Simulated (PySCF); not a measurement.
1-hydroxyboretane (C3H7BO), SMILES OB1CCC1. The structure is a stationary point at PBE-D3(BJ)/def2-SVP. One conformer was computed; it need not be the lowest.

### Question
Give the equilibrium geometry at PBE-D3(BJ)/def2-SVP (PySCF confirms it by a frequency run) as a Z-matrix. (An estimate is asked for; the answer gives what the named calculation found.)

### Answer
This is not unique; one that fits is 
```
B
O 1 1.3586
H 2 0.9755 1 111.71
C 1 1.5863 2 130.95 3 -173.04
H 4 1.1083 1 120.87 2 35.37
H 4 1.1111 5 107.95 1 131.53
C 4 1.5671 5 118.20 6 127.35
H 7 1.1089 4 111.15 5 23.26
H 7 1.1100 8 107.70 4 128.38
C 7 1.5684 8 110.99 9 127.84
H 10 1.1096 7 117.99 8 -24.11
H 10 1.1115 11 107.81 7 126.74
```
Charge 0, spin multiplicity 1.
